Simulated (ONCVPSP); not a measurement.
## Ranking ONCV potentials for K

All share these settings but for the change named:

| Property | Result |
| --- | --- |
| Element | K |
| Generator | ONCVPSP 4.0.1 |
| Type | optimised norm-conserving Vanderbilt (ONCV) |
| Functional | BLYP |
| Relativity | scalar-relativistic |
| Frozen core | [Ne] |
| Valence charge | 9 |
| Reference configuration | 3s2 3p6 4s1 |
| Partial waves | 3s+4s: rc 2.50 bohr, ncon 4, nbas 8, qcut 5.7 1/bohr, 3 projectors, debl 1.4 Ha; 3p: rc 2.05 bohr, ncon 3, nbas 7, qcut 7.4 1/bohr, 2 projectors, debl 3.3 Ha; d scattering state at 0.08 Ha: rc 2.55 bohr, ncon 4, nbas 8, qcut 3.9 1/bohr, 2 projectors, debl 2.9 Ha |
| Local potential | polynomial inside 1.45 bohr (lpopt 5, dvloc0 6 Ha) |
| Core correction | none |

Test errors are all-electron minus pseudo excitation energies from the reference, over 3s2 3p6 4s0; 3s2 3p6 4s0.5; 3s2 3p6 4s0 4p1; 3s2 3p5 4s1. None of these files shows a bound ghost.

The base gives 15.1 meV.

Of 9 variants that were run, those that failed, showed a ghost or another fault, or gave nearly equal values are left out.

A variant can come out equal or close to the base, since the largest error may sit in a test that the change hardly touches while other tests move.

Q: Rank these variants by their largest absolute test error, smallest first.
A. s: qcut 7.2; p: qcut 9.4; d: qcut 4.9
B. s: qcut 4.9; p: qcut 6.4; d: qcut 3.4
C. s: qcut 4.4; p: qcut 5.7; d: qcut 3
D. s: qcut 6.1; p: qcut 7.9; d: qcut 4.1
E. s: qcut 3.7; p: qcut 4.9; d: qcut 2.6

A: A (12.5 meV), D (14.8 meV), B (19.5 meV), C (26.3 meV), E (40.5 meV).
